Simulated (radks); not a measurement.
Question: The platinum anion Pt2-, [Hg], held by a Watson sphere: a shell of charge +1.37 at radius R that stands for the Madelung well of a crystal (potential energy -1.37/R inside, -1.37/r outside, in hartree with lengths in bohr). Method: scalar-relativistic Kohn-Sham, r2SCAN, spin-unpolarised, spherical densities, finite nucleus; meta-GGA in the generalised Kohn-Sham scheme; Fermi nuclear charge, rms radius of each element as measured or else 0.836 A^(1/3) + 0.57 fm; computed with a radial shooting solver on a logarithmic mesh with Libxc functionals.

R (bohr)  e(5p) (eV)  e(6s) (eV)  e(5d) (eV)  <r> 5d (bohr)  sum of <r^2> (bohr^2)  X-ray form factor at sin(theta)/lambda = 0.1 1/angstrom
4.05         -50.953      -1.757      -0.285          1.902                  95.42                                                   74.618
4.2          -50.875      -1.653      -0.186          1.908                  96.80                                                   74.592

Estimate the row for R = 4.35 bohr.

Answer: e(5p) (eV) -50.801; e(6s) (eV) -1.553; e(5d) (eV) -0.093; <r> 5d (bohr) 1.914; sum of <r^2> (bohr^2) 98.19; X-ray form factor at sin(theta)/lambda = 0.1 1/angstrom 74.567.
